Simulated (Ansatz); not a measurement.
Clusters of 4 atoms, III-V: PBE0-D4/def2-TZVPD single points in Ansatz on relaxed structures, gas phase. Each cluster is the lowest isomer that a short search found in that spin, judged at the geometry's level, and lower ones may exist. Core potentials for Sb, no spin–orbit coupling. HOMO and LUMO are taken over both spins. Singlets are spin-restricted. The spins of the ions were chosen, not always searched. A dash marks a value that wasn't run or was left out as unsound. The structures are stationary points that may keep the symmetry of their start. Remarks come from the PBE and PBE0 runs and from stability tests at other levels; not every state was tested. A HOMO above zero means that the electron is unbound at that level and held by the basis, or that self-interaction error raises the level; the energy of removing that electron tells which. HOMO above LUMO (over both spins in singlets and doublets, within one spin in higher multiplets; at PBE or PBE0), or a gap under 0.15 eV within one spin, warns that the state may not be the lowest or that an electron is smeared out.

| species | atoms | state | geometry | HOMO (eV) | LUMO (eV) | gap (eV) | vertical EA (eV) | lowest of the spins relaxed | point group (within 0.1 Å) | remarks |
| --- | --- | --- | --- | --- | --- | --- | --- | --- | --- | --- |
| Al2Sb2 | 4 | singlet | r2SCAN-D4/def2-SVP | -5.26 | -3.34 | 1.92 | 1.92 | – | D2h | HOMO above zero (-1 doublet) |
| Al2P2 | 4 | singlet | PBE-D4/def2-TZVP | -5.69 | -3.24 | 2.45 | 1.68 | – | D2h | HOMO above zero (-1 doublet) |
| Al2P2⁻ | 4 | doublet | B3LYP-D4/def2-TZVPD | -0.93 | – | – | – | doublet, of doublet/quartet | C2v | HOMO above zero at PBE or PBE0, HOMO above zero (quartet) |
| Ga2P2⁻ | 4 | doublet | r2SCAN-D4/def2-SVPD | -1.11 | – | – | – | doublet, of doublet/quartet | D2h | HOMO above zero (quartet) |
| Ga2N2 | 4 | singlet | PBE-D4/def2-SVP | -4.61 | -2.48 | 2.13 | 0.95 | – | Cs | triplet lower at PBE0, HOMO above zero (-1 doublet), triplet lowest at PBE0 |

Q: Estimate the rows for Al2N2 (singlet, PBE0-D4/def2-TZVP geometry); B2N2⁻ (doublet, PBE0-D4/def2-TZVPD geometry).

A: 
| species | atoms | state | geometry | HOMO (eV) | LUMO (eV) | gap (eV) | vertical EA (eV) | lowest of the spins relaxed | point group (within 0.1 Å) | remarks |
| --- | --- | --- | --- | --- | --- | --- | --- | --- | --- | --- |
| Al2N2 | 4 | singlet | PBE0-D4/def2-TZVP | -6.33 | -2.24 | 4.09 | 0.58 | – | D2h | HOMO above zero (-1 doublet), gap within one spin near zero at PBE or PBE0 (-1 doublet) |
| B2N2⁻ | 4 | doublet | PBE0-D4/def2-TZVPD | -1.46 | – | – | – | doublet, of doublet/quartet | C∞v | gap within one spin near zero, HOMO above zero (quartet) |

The gap (eV) runs from 1.92 (Al2Sb2) to 4.09 (Al2N2). The vertical EA (eV) runs from 0.58 (Al2N2) to 1.92 (Al2Sb2).
